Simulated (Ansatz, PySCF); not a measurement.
H2S (SMILES S) and CHN (SMILES C#N) are pulled apart as rigid monomers along the line of their centres of mass, from the B3LYP-D3(BJ)/def2-TZVP minimum. Starting geometry (charge 0, multiplicity 1):
```xyz
6

S      0.219     0.023    -0.802
H      0.311    -0.050     0.537
H     -0.011    -1.294    -0.923
C      0.579    -0.111     4.046
N      0.478    -0.165     2.907
H      0.673    -0.060     5.108
```

Interaction energies with rigid monomers; basis-set methods are counterpoise corrected unless marked otherwise.

Frozen-core correlation. Rows in 6-31G*, STO-3G carry no dispersion term and start afresh at each structure (6-31G* with six Cartesian d functions). MP2/6-31G* freezes PySCF's default core.

Codes used: Ansatz (Gaussian basis) for Hartree–Fock, density functionals and correlated methods; PySCF for 6-31G* rows, STO-3G rows, the dispersion terms. Each number belongs to the level named beside it.

```
H2···N5 (Å)  HF/STO-3G (no counterpoise) (kcal/mol)  B3LYP-D3(BJ)/def2-TZVPPD (kcal/mol)  B3LYP-D4/def2-TZVPPD (kcal/mol)  MP2/6-31G* (no counterpoise) (kcal/mol)  MP2/aug-cc-pV(D+d)Z (kcal/mol)
-----------  --------------------------------------  -----------------------------------  -------------------------------  ---------------------------------------  ------------------------------
2.14                                           0.33                                -1.86                            -1.79                                    -2.34                           -1.74
2.38                                          -0.62                                -2.23                            -2.17                                    -2.79                           -2.26
2.73                                          -0.80                                -1.91                            -1.87                                    -2.40                           -2.03
3.33                                          -0.54                                -1.14                            -1.13                                    -1.47                           -1.29
4.28                                            [?]                                  [?]                            -0.54                                    -0.65                           -0.61
```

**Question.** What belongs in the gaps?

**Answer.** 
- 4.28, HF/STO-3G (no counterpoise) (kcal/mol): -0.29
- 4.28, B3LYP-D3(BJ)/def2-TZVPPD (kcal/mol): -0.53

Ansatz is a program for electronic structure.
